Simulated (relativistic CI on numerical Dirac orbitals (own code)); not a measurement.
## One change at a time: Mn23+

Base calculation: Dirac-Coulomb-Breit CI, orbitals from a KLI potential per configuration, model QED (radiative potential, 1s self-energy scaled to tabulated hydrogen-like ionisation energies), unscaled Slater integrals.

Configuration list: 1s2, 1s 2s, 1s 2p, 1s 3s, 1s 3p, 1s 3d, 1s 4s, 1s 4p, 1s 4d, 1s 4f, 1s 5s, 1s 5p, 1s 5d, 1s 5f, 1s 5g, 1s 6s, 1s 6p, 1s 6d. Levels of other configurations are missing.

Variants: (1) P86 correlation estimate; (2) Breit term removed. Shifts of the energy above 1s2 1S_0, in eV, for the lowest level and the first level of each name with at least 55 % of one term (blank where a level changes its place among those of its configuration and J or its character, or is not in the variant):

```tsv
Level	Base	Δ(1)	Δ(2)
1s2 1S_0	0.00	0.00	0.00
1s 2s 3S_1	6119.72	+1.41	+5.50
1s 2p 3P°_0	6147.40	+1.68	+3.53
1s 2p 3P°_1	6149.26	+1.68	+5.04
1s 2s 1S_0	6149.82	+1.41	+4.45
1s 2p 3P°_2	6161.55	+1.68	+5.39
1s 2p 1P°_1	6179.52	+1.68	+5.43
1s 3s 3S_1	7250.22	+1.60	+5.50
1s 3p 3P°_0	7257.86	+1.57	+4.96
1s 3s 1S_0	7258.26	+1.60	+5.19
1s 3p 3P°_1	7258.41	+1.57	+5.38
1s 3p 3P°_2	7262.07	+1.57	+5.48
1s 3d 3D_2	7266.13	+1.52	+5.55
1s 3d 3D_1	7266.19	+1.52	+5.39
1s 3p 1P°_1	7267.01	+1.57	+5.46
1s 3d 3D_3	7267.54	+1.52	+5.54
1s 3d 1D_2	7267.81	+1.52	+5.44
1s 4s 3S_1	7641.61	+1.75	+5.50
1s 4p 3P°_0	7644.76	+1.75	+5.28
1s 4s 1S_0	7644.91	+1.75	+5.37
1s 4p 3P°_1	7644.99	+1.75	+5.45
1s 4p 3P°_2	7646.53	+1.75	+5.49
```

At this charge energies of transitions that change n are usually good to better than 1 %, and those within a shell (Δn = 0) to a few per cent.

Ionisation energy from the two ground configurations alone: base 8139.25 eV; P86 correlation estimate 8141.54 eV; Breit term removed 8144.75 eV. The NIST ASD value (theoretical) is 8140.79 eV.

LS names give the leading component of a level, which can be under half, so a name can repeat, a term be missing and a line seem to break the LS rules.
